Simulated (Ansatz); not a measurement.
This geometry of AlCl2HO + H2 (7 atoms, charge 0, multiplicity 1) is a first-order saddle point.

Theory: RKS PBE-D4/def2-SVP (Ansatz).

```xyz
7
Properties=species:S:1:pos:R:3
Al 0.090 0.292 0.000
O 0.059 -0.040 1.828
H -0.777 -0.312 2.256
Cl 1.830 -0.337 -1.001
Cl -1.808 0.086 -0.903
H 0.265 1.882 0.746
H 0.134 1.200 1.560
```

Task: Which two structures does it join? (They come from a converged band through this point; their orientation in space is the band's.)

Result: Bonds broken: H6–H7. Bonds formed: Al1–H6, O2–H7. AlCl2HO + H2 becomes AlCl2H3O.

Initial state:

```xyz
7
Properties=species:S:1:pos:R:3
Al -0.015 -0.089 0.209
O -0.025 -0.517 1.866
H -0.846 -0.651 2.365
Cl 1.802 -0.237 -0.831
Cl -1.794 0.233 -0.873
H 0.393 2.153 0.516
H 0.279 1.879 1.234
```

Final state:

```xyz
7
Properties=species:S:1:pos:R:3
Al 0.189 0.617 -0.138
O 0.041 0.107 1.797
H -0.868 -0.274 1.835
Cl 1.792 -0.562 -0.885
Cl -1.793 -0.163 -0.521
H 0.367 2.193 -0.031
H 0.065 0.854 2.428
```

Task: How far does it lie above each of them?

Result: 15.1 kcal/mol above the first and 15.8 kcal/mol above the second. This is the barrier of this one path; another mechanism may lie lower. The orbitals stay closed-shell, which can raise the energy where a bond breaks towards radicals; this wasn't checked here.

The run took 110 s on 2 threads of Arm Neoverse V1, on a shared host, peak memory 0.12 GiB.
